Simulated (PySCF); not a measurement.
Compound: C₆H₁₆N (charge +1).
Bonds: C1–C2, C2–C3, C3–C4, C4–C5, C4–C6, C4–N7. Hydrogens: H8, H9, H10 on C1; H11, H12 on C2; H13, H14 on C3; H15, H16, H17 on C5; H18, H19, H20 on C6; H21, H22, H23 on N7.

Computed geometry: GFN2-xTB, gas phase.

List the bond lengths, angles and torsions at this level.

```csv
bond,length (Å)
C1–C2,1.525
C2–C3,1.531
C3–C4,1.531
"C4–C5, C4–C6",1.521
C4–N7,1.525
"C1–H8, C1–H9, C1–H10",1.086
"C2–H11, C2–H12",1.093
"C3–H13, C3–H14",1.092
C5–H15 and 5 like bonds,1.087
"N7–H21, N7–H22, N7–H23",1.028
```

Bonds in one row agree within 0.01 Å and their mean is given. A selection of angles:
```csv
angle,degrees
C2–C1–H8,110.4
C2–C1–H9,110.6
H8–C1–H9,108.3
C1–C2–C3,110.2
C1–C2–H11,108.2
C1–C2–H12,108.7
C3–C2–H11,111.3
C3–C2–H12,110.2
H11–C2–H12,108.2
C2–C3–C4,115.9
C2–C3–H13,108.1
C2–C3–H14,108.9
C4–C3–H13,107.8
C4–C3–H14,109.0
H13–C3–H14,106.7
C3–C4–C5,113.5
C3–C4–C6,110.9
C3–C4–N7,107.2
C5–C4–C6,111.3
C5–C4–N7,106.8
C4–C5–H15,111.9
C4–C5–H17,109.7
H15–C5–H16,108.8
H15–C5–H17,107.7
C4–N7–H21,110.4
H21–N7–H22,109.0
```

Torsions: C1–C2–C3–C4 178° (antiperiplanar); C2–C3–C4–C5 53° (synclinal). The mirror-image conformer, all signs reversed, is as good.

N7 (ammonium nitrogen) is tetrahedral (angles from 108.8° to 110.4°). Of the pairs four or more bonds apart, H11···H23 is among the closest relative to their van der Waals radii: 2.01 Å, 84 % of the sum of Bondi's values.

Point group: C1 (no symmetry element, even within 0.4 Å). Stationary, but not proved a minimum.
